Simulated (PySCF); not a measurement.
Members of one family of related compounds. Method: TDDFT CAM-B3LYP/def2-SVPD, vertical, gas phase, core orbitals frozen in the response (PySCF 2.14.0, density-fitted response routines). Geometries: PBE0-D3(BJ)/def2-SVP; one conformer of each isolated species. Triplets are in the Tamm–Dancoff approximation. 'Strongest' means the level of largest summed f among the lowest 10 singlets; it needn't be the same kind of state in each. Relativistic effects are left out although some hold elements past zinc.

Question: Rank by computed lowest triplet energy, lowest first.
A. `FC(F)(F)OC([SiH3])[SiH3]`
B. `CCCC([SiH3])[SiH3]`
C. `OCC([SiH3])[SiH3]`
D. `NC(=O)C([SiH3])[SiH3]`
E. `[SiH3]C([SiH3])[O][GeH3]`

Answer: D (5.31 eV), E (5.51 eV), C (6.77 eV), A (6.90 eV), B (7.28 eV).

```tsv
SMILES	T1 (eV)	HOMO (eV)	strongest (eV)	f (S1)	gap (eV)	LUMO (eV)	S1 mainly
NC(=O)C([SiH3])[SiH3]	5.31	-9.17	7.53	0.002	9.92	0.75	H→L+1 (63%)
[SiH3]C([SiH3])[O][GeH3]	5.51	-8.57	7.55	0.001	9.19	0.61	H→L (90%)
OCC([SiH3])[SiH3]	6.77	-9.65	8.56	0.013	10.48	0.83	H→L (74%)
FC(F)(F)OC([SiH3])[SiH3]	6.90	-9.76	8.31	0.048	10.57	0.81	H→L+1 (33%)
CCCC([SiH3])[SiH3]	7.28	-9.49	8.33	0.016	10.59	1.10	H→L (80%)
```

H and L stand for HOMO and LUMO.

- `NC(=O)C([SiH3])[SiH3]`: Löwdin shares by element: HOMO oxygen 66%, carbon 20%, nitrogen 5%; LUMO silicon 29%, hydrogen 24% or more (atoms not listed hold the other 48%).
- `[SiH3]C([SiH3])[O][GeH3]`: Löwdin shares by element: HOMO oxygen 41%, carbon 22%, silicon 20% (atoms not listed hold the other 18%); LUMO germanium 33%, hydrogen 19% or more, oxygen 11% (atoms not listed hold the other 37%).
- `OCC([SiH3])[SiH3]`: Löwdin shares by element: HOMO oxygen 50%, carbon 28%, hydrogen 7% or more; LUMO silicon 26%, oxygen 13%, hydrogen 10% or more (atoms not listed hold the other 51%).
- `FC(F)(F)OC([SiH3])[SiH3]`: Löwdin shares by element: HOMO oxygen 29%, carbon 28% or more, silicon 25% (atoms not listed hold the other 18%); LUMO silicon 42%, hydrogen 7% or more, carbon 7% or more (atoms not listed hold the other 44%).
- `CCCC([SiH3])[SiH3]`: Löwdin shares by element: HOMO carbon 40% or more, silicon 28% (atoms not listed hold the other 31%); LUMO silicon 38%, hydrogen 7% or more, carbon 5% or more (atoms not listed hold the other 50%).

Without π bonds the low states are Rydberg-like; a valence basis with one diffuse set may place them up to an eV too high.
